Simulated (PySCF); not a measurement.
H₂OSi, SMILES [SiH]O (connectivity only; charge and spin as stated), neutral, multiplicity 1.

Geometry: PBE0-D3(BJ)/def2-TZVP.

The numbers are results of PySCF with ωB97X/def2-TZVPD, not measurements.

Symmetry labels are those of the subgroup Cs that the program uses (full group Cs).

**Question.** List the valence orbital energies around the gap with their symmetry. (Estimate from the structure and the level; the computed values follow.)

**Answer.** 
```
orbital  symmetry  energy (eV)
-------  --------  -----------
HOMO−7         A'      -102.13
HOMO−6         A'      -101.99
HOMO−5         A'       -31.23
HOMO−4         A'       -18.48
HOMO−3         A'       -15.47
HOMO−2         A"       -13.00
HOMO−1         A'       -12.51
HOMO           A'        -8.98
LUMO           A"         0.00
LUMO+1         A'         1.49
LUMO+2         A'         2.30
LUMO+3         A'         3.02
```
